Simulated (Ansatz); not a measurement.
Molecule: sum formula Si2N2H9, charge 1, multiplicity 1. It need not be the lowest isomer of its formula. SMILES: [SiH3][NH2+][SiH2]N
Structure (B3LYP-D3(BJ)/def2-TZVP (Ansatz, a program for electronic structure) minimum search):
```
N
H 1 1.0225
H 1 1.0228 2 104.86
Si 1 1.8687 2 109.73 3 117.50
H 4 1.4679 1 103.51 2 -161.08
H 4 1.4685 5 114.60 1 -114.13
H 4 1.4694 5 113.98 6 -134.11
Si 1 1.9029 2 108.42 3 -115.40
N 8 1.6765 1 109.94 2 73.25
H 9 1.0086 8 123.60 1 -94.29
H 9 1.0086 10 112.20 8 169.92
H 8 1.4666 9 114.16 10 17.18
H 8 1.4676 12 116.92 1 107.06
```
Charge +1, spin multiplicity 1.

Parts of the frozen-core correlation energy in STO-3G (Ansatz, hartree). Frozen orbitals: 12; correlated occupied orbitals by spin: 13 and 13; virtual: 12 and 12. Spin-orbit coupling is left out. No relativistic terms.

| term | value |
|---|---|
| reference (HF) | -683.86922 |
| MP2 opposite-spin | … |
| MP2 same-spin | … |
| CCSD correlation | -0.24012 |
| (T) | … |
| T1 diagnostic | 0.010 |
| largest doubles amplitude | 0.050 |

Question: Fill in the missing entries.

Answer: 
- MP2 opposite-spin, value: -0.16281
- MP2 same-spin, value: -0.02041
- (T), value: -0.00325
